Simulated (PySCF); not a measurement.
An unknown shows these calculated signals:

$^{1}$H NMR (400 MHz, computed): δ 7.39 (m, 1H), 6.93 (br s, 1H), 6.55 (m, 1H), 6.15 (br s, 1H), 6.04 (br s, 1H), 5.83 (m, 1H).

$^{13}$C{$^{1}$H} NMR (computed): δ 169.9 (C), 140.8 (CH2), 140.3 (CH), 140.2 (C), 131.3 (CH2).

No solvent, non-relativistic, one conformer. GFN2-xTB geometry; PBE0/pcSseg-1 with gauge-including orbitals; PySCF.

Scale: $^{1}$H (31.72 ppm), $^{13}$C (186.93 ppm) against TMS (reference shieldings calculated alike).

**Question.** Which of these does the molecule contain: a carboxylic acid, an S-methyl group, a non-aromatic C=C double bond, a Si–H bond, an OH group, a CH3CH2 unit?

**Answer.** 
- A carboxylic acid: yes (δC 169.9; δH 6.04 (br s)).
- An S-methyl group: no.
- A non-aromatic C=C double bond: yes.
- A Si–H bond: no.
- An OH group: yes (δH 6.04 (br s)).
- A CH3CH2 unit: no.

The data belong to SMILES C=CC(=C)C(=O)O, C$_{5}$H$_{6}$O$_{2}$; they needn't prove each group on their own.

Carbon signals by region: 1 in the far downfield region (above 160 ppm), 4 in the sp2 and nitrile region (100–160 ppm). Above 160 ppm: 169.9, carboxylic acid carbon.

Exchangeable OH/NH protons stand at their gas-phase positions; hydrogen bonding in a real sample shifts them, mostly to higher δ. Shifts are as computed. Against solution values, carbons near 30 ppm lie about +3 ppm off and those near 130 ppm about +5 ppm. Of 1211 compounds with measured shifts, 218 miss one by over three times the rms of a fit or turn the order of signals round; such compounds aren't used in these exercises. Hydrogen bonding in solution deshields acid and N–H amide carbonyl carbons by as much as 10 ppm beyond these values. No couplings were computed; multiplicities are counted from neighbouring protons, with m where these are inequivalent, close in shift, in a saturated or five-membered ring or joined by F or P, and br s for small geminal =CH2 splittings.
